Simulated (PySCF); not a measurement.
# Dipole moment and polarisability of `C[C@](F)(Cl)CC[SiH3]`

Species: C4H10ClFSi.
Cartesian coordinates in Å at the GFN2-xTB level; atoms count from 1:
```xyz
17
C4H10ClFSi angstrom
C     -2.1774    0.0711    1.0471
C     -1.4943   -0.3393   -0.2425
F     -2.2632    0.0973   -1.2974
Cl    -1.4834   -2.1347   -0.3587
C     -0.0799    0.1982   -0.4408
C      0.9069   -0.2393    0.6328
Si     2.6807    0.3541    0.2690
H     -1.6712   -0.3691    1.9002
H     -2.1649    1.1561    1.1313
H     -3.2103   -0.2695    1.0351
H     -0.1511    1.2888   -0.4669
H      0.2630   -0.1340   -1.4236
H      0.8927   -1.3274    0.7060
H      0.5846    0.1440    1.6018
H      2.6810    1.8167    0.1962
H      3.1300   -0.2055   -1.0057
H      3.5499   -0.0953    1.3556
```

Level: wB97X-D/def2-SVPD (PySCF), static field, nuclei fixed, core orbitals frozen in the response. The polarisability tensor in these axes (au):

```
x   101.17   5.01   0.69
y     5.01  89.14   1.82
z     0.69   1.82  80.61
```

Problem. What are the eigenvalues, a third of the trace, and Δα (Δα² = ½Σ(αi − αj)² over the three pairs)?

Solution. Principal values 80.23, 87.63 and 103.06 au; mean 90.31 au = 13.38 Å³ = 14.89 × 10⁻⁴⁰ C²·m²/J; Δα = 20.17 au (22 % of the mean).

Problem. What is the dipole moment, and where does it point?

Solution. (0.82, 1.33, 1.78) D, 2.37 D in size, pointing from the negative to the positive side. Measured along this direction, the outermost atoms are Cl4 at the negative end and H17 and H15 at the positive end.

Problem. What molar refraction does this α imply?

Solution. Lorentz–Lorenz: R = (4π/3)N_A α = 2.5225 cm³/(mol·Å³) × 13.38 Å³ = 33.8 cm³/mol, in the limit of long wavelengths.

Problem. In a dilute gas of rigid molecules at 500 K, how does the orientational term μ²/3kT compare with the electronic polarisability?

Solution. In Gaussian units μ²/3kT = 27.07 Å³ against 13.38 Å³, a ratio of 2.02; the Debye molar polarisation (4π/3)N_A(α + μ²/3kT) is 102.0 cm³/mol, leaving out the vibrational part.

Problem. What are the principal values of the traceless quadrupole moment, Θ = ½Σq(3rr − r²1), about the centre of nuclear charge?

Solution. -6.76, -0.06, 6.83 D·Å. The values depend on the origin, since the dipole doesn't vanish. The electronic extent ⟨r²⟩ about the same centre is 1538 bohr², a root-mean-square distance of 2.41 Å for the 74 electrons.

Problem. What depolarisation ratio follows for Rayleigh scattering of linearly polarised light, taking the static tensor?

Solution. ρ = 3Δα²/(45ᾱ² + 4Δα²) = 1220.9/(366983 + 1627.9) = 0.00331.

Problem. Sum over states: ᾱ = Σ f/ω², ω in Eh. What share falls to these 8 lowest TDDFT singlets (eV, f)? 7.51, 0.0014; 7.74, 0.0011; 8.38, 0.0249; 8.81, 0.0404; 8.88, 0.0553; 8.92, 0.0445; 8.94, 0.0273; 9.09, 0.0285.

Solution. They add up to 2.12 au, 2.3 % of the 90.31 au; the largest single term is 0.52 au, from the state at 8.88 eV. Terms in order: 0.02, 0.01, 0.26, 0.38, 0.52, 0.41, 0.25, 0.26 au. Higher excitations give the rest. The strengths listed sum to 0.223.

The structure is a single GFN2-xTB conformer in the gas phase; no vibrational or solvent corrections.

The pairwise dispersion term of wB97X-D wasn't added to the energies; at a given geometry it leaves orbitals and properties as they are.
